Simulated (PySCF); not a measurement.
A structure optimised at PBE-D3(BJ)/def2-SVP, used in a PySCF frequency run:

```xyz
17

C     -2.3832     1.0266     0.1358
C     -1.1949     0.0817     0.2834
C     -1.4863    -1.3219    -0.2518
O     -0.0876     0.6524    -0.4208
Si     1.5113     0.4604     0.0823
N      2.1946    -1.1359     0.0229
H     -3.2723     0.6389     0.6727
H     -2.6417     1.1434    -0.9365
H     -2.1347     2.0277     0.5393
H     -0.9433    -0.0002     1.3719
H     -2.3361    -1.7903     0.2853
H     -1.7365    -1.2715    -1.3313
H     -0.5947    -1.9699    -0.1375
H      2.2665     1.3395    -0.8623
H      1.6217     0.8724     1.5269
H      2.0368    -1.7946     0.7881
H      2.3005    -1.6285    -0.8670
```
Charge 0, spin multiplicity 1.

Problem. Write its SMILES and formula.

Solution. CC(C)O[SiH2]N, C3H11NOSi

Problem. What are its rotational constants (standard atomic weights)?

Solution. 5.1203, 1.6234, 1.3270 GHz
